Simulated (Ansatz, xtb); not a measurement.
## Relative energy of two structures of BClGeH3In

We compare a, a singlet given by its coordinates, with b, a singlet given by its coordinates. Both are isolated molecules in the gas phase, relaxed with B3LYP-D3(BJ)/def2-SVP.

a (Å):

```yaml
atoms:
  - { symbol: B, position_ang: [-0.5319, 0.5870, -1.6153] }
  - { symbol: Cl, position_ang: [-3.5463, 0.9362, -0.4780] }
  - { symbol: Ge, position_ang: [-1.7518, -0.6332, -0.4270] }
  - { symbol: In, position_ang: [-2.1330, 2.8788, -2.1118] }
  - { symbol: H, position_ang: [0.5803, 0.1794, -1.8899] }
  - { symbol: H, position_ang: [-1.2042, 0.7584, -2.6584] }
  - { symbol: H, position_ang: [-0.4549, 1.6501, -0.9558] }
```

Close contacts (Å): B1–Ge3 2.10, B1–In4 2.84, Cl2–Ge3 2.38, Cl2–In4 2.91, B1–H5 1.22, B1–H6 1.25, B1–H7 1.25, In4–H6 2.38, In4–H7 2.38.

b (Å):

```csv
atom,x (Å),y (Å),z (Å)
B,-1.9222,1.1324,-0.5585
Cl,-0.5650,1.4830,0.6076
Ge,-1.4165,0.2857,-2.2694
In,0.5391,2.4766,-2.1395
H,-2.4704,-0.0536,-3.3376
H,-0.3186,-0.8037,-2.2089
H,-2.9314,1.7505,-0.3445
```

Close contacts (Å): B1–Cl2 1.82, B1–Ge3 1.97, Cl2–In4 3.12, Ge3–In4 2.94, B1–H7 1.20, Ge3–H5 1.54, Ge3–H6 1.55.

Task: Estimate E(b) − E(a) at the level CCSD(T)/def2-SVP + ΔMP2/def2-TZVPP.

Result: Not settled: CCSD(T)/def2-SVP + ΔMP2/def2-TZVPP gives E(b) − E(a) = +11.4 kJ/mol, but this leans on the basis-set step: CCSD(T) alone gives +0.7 kJ/mol.

How the difference moves with the method:

```csv
level,geometry,E(b) − E(a) (kJ/mol),departure from the last row (kJ/mol),"job, with rough time for the two"
B3LYP-D3(BJ)/def2-SVP,B3LYP-D3(BJ)/def2-SVP,+28.4,+17.0,"optimisation, 68 s"
HF/def2-SVP,B3LYP-D3(BJ)/def2-SVP,+13.0,+1.6,part of the CCSD(T) run
MP2/def2-SVP,B3LYP-D3(BJ)/def2-SVP,−7.3,−18.8,part of the CCSD(T) run
CCSD(T)/def2-SVP,B3LYP-D3(BJ)/def2-SVP,+0.7,−10.7,single point
CCSD(T)/def2-SVP + ΔMP2/def2-TZVPP,B3LYP-D3(BJ)/def2-SVP,+11.4,,"single point, 43 s"
```

MP2/def2-SVP puts the two in the other order. CCSD(T)/def2-SVP finds them nearly level. The largest departure from CCSD(T)/def2-SVP + ΔMP2/def2-TZVPP is that of MP2/def2-SVP, 18.8 kJ/mol. Levels run at GFN2-xTB geometries aren't shown. The last row adds to CCSD(T) the change of the MP2 difference between the two basis sets, here +10.7 kJ/mol.

With harmonic frequencies from B3LYP-D3(BJ)/def2-SVP (ideal gas, rigid rotor, one conformer each, 298.15 K, 1 atm): on the last row, ΔE + ΔZPE = +9.3 kJ/mol. A mode under 50 cm⁻¹ makes harmonic enthalpies and free energies unreliable, so none is given.

The correlated steps freeze 19 core orbitals; the filled d shell of Ge and In is correlated, in a basis made for valence electrons. Atoms past krypton carry core potentials in the def2 sets and no spin–orbit term is included. Codes used: Ansatz 0.2.0; the last row on 2 threads of Arm Neoverse V1 on a shared host.
